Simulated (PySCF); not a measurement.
## Pb⁺: ionisation energy

Pb⁺ [Xe] 4f14 5d10 6s2 6p1 (2P) → Pb²⁺ [Xe] 4f14 5d10 6s2 (1S), as a difference of total energies. Calculation: PySCF 2.14, in def2-QZVPPD with the def2 core potential (60 electrons) (8s6p5d4f1g, 88 functions); a scalar-relativistic core potential. Correlated levels: valence: 5s2 5p6 5d10 frozen; valence and next inner shell: nothing frozen outside the core potential. The calculations carry no spin-orbit coupling.

| method | ionisation energy (eV) | error (eV) |
| --- | --- | --- |
| UHF | 13.211 | -0.658 |
| LDA | 13.918 | +0.049 |
| PBE | 13.709 | -0.160 |
| PBE0 | 13.738 | -0.131 |
| r2SCAN | 13.810 | -0.059 |
| LC-wPBE | 13.838 | -0.031 |
| B2PLYP | 13.634 | -0.235 |
| B3LYP | 13.827 | -0.042 |
| revPBE | 13.637 | -0.232 |
| MP2 (valence) | 13.422 | -0.447 |
| SCS-MP2 (valence) | 13.411 | -0.458 |
| MP2 (valence and next inner shell) | 13.626 | -0.243 |
| SCS-MP2 (valence and next inner shell) | 13.539 | -0.330 |

Reference: 13.869 eV (measured; NIST levels, between the centres of gravity of the two terms).

Errors of the correlated levels include the incompleteness of this basis and the frozen core.
